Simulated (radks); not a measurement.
Zn V, 26 electrons, occupied as [Ar] 3d8. Calculated with a radial shooting solver on a logarithmic mesh with Libxc functionals: scalar-relativistic Kohn-Sham, AM05, spin-polarised, spherical densities, point nucleus; open shells are filled with parallel spins first. Some entries of the table are withheld. Estimate them.

orbital  occ.  eigenvalue (eV)  <r^2> (bohr^2)  <1/r> (bohr^-1)
1s up       1        -9575.921        0.003413            30.19
1s down     1        -9575.907        0.003413            30.19
2s up       1        -1225.107         0.06057            6.574
2s down     1        -1223.569         0.06047            6.580
2p up       3        -1071.575         0.04834            6.454
2p down     3        -1070.414         0.04824            6.459
3s up       1        -195.3475          0.5210            2.117
3s down     1        -192.7441          0.5233            2.111
3p up       3        -149.3730          0.5697              (1)
3p down     3        -146.8032          0.5736              (2)
3d up       5         -74.5008          0.7366            1.673
3d down     3         -71.9547          0.7566            1.659
4s up       0         -49.3614           3.830           0.7230
4s down     0         -48.6321           3.910           0.7137
4p up       0         -38.9758           4.913           0.6342
4p down     0         -38.4250           5.030           0.6250

Answer. 
(1) 3p up <1/r> (bohr^-1): 1.976
(2) 3p down <1/r> (bohr^-1): 1.969
